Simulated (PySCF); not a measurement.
Computed shifts of a molecule C₂H₇BFNO, PBE/pcSseg-1 (PySCF), GIAO, gas phase, equivalent atoms averaged, in ppm (number of nuclei): ¹³C: 67.7 (1), 65.1 (1). ¹⁵N: 86.9 (1). ¹⁹F: -141.1 (1). ¹H: 3.95 (1), 3.84 (1), 3.59 (3), 3.26 (1), 2.97 (1). References: ¹³C against TMS (σ = 182.0 ppm); ¹⁷O against H2O (σ = 334.3 ppm); ¹¹B against BF3 (σ = 83.9 ppm); ¹⁵N against NH3 (σ = 267.0 ppm); ¹⁹F against CFCl3 (σ = 133.6 ppm); ¹H against TMS (σ = 31.49 ppm), references at their B3LYP-D3(BJ)/def2-TZVP geometries, non-relativistic. The structure is a stationary point at r2SCAN-D4/def2-SVP. One conformer was computed; it need not be the lowest.

**Question.** Which molecule gave these data?
A. CNB(O)CF
B. CCNB(O)F
C. C[C@H](F)B(N)O
D. COCB(N)F

**Answer.** D, COCB(N)F
